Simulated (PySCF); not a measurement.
How methods differ on the excitation energy of Ga²⁺

Ga²⁺ [Ar] 3d10 4s1 (2S) → Ga²⁺ [Ar] 3d9 4s2 (2D), as a difference of total energies. All numbers are calculated (PySCF 2.14, no relativity, point nucleus, in def2-TZVPPD (7s5p5d1f, 54 functions)). Correlated levels: valence and next inner shell: [Ne] frozen. The calculations carry no spin-orbit coupling.

| method | excitation energy (eV) |
| --- | --- |
| UHF | 16.865 |
| MP2 (valence and next inner shell) | 17.916 |
| SCS-MP2 (valence and next inner shell) | 17.588 |
| CCSD (valence and next inner shell) | 17.218 |
| CCSD(T) (valence and next inner shell) | 17.231 |

Q: How much does correlation contribute at CCSD(T) (valence and next inner shell)?

A: 17.231 − (16.865) = 0.366 eV, measured against UHF.

A first-order spin-orbit estimate (lowest level to lowest level, LS coupling) adds -0.174 eV.
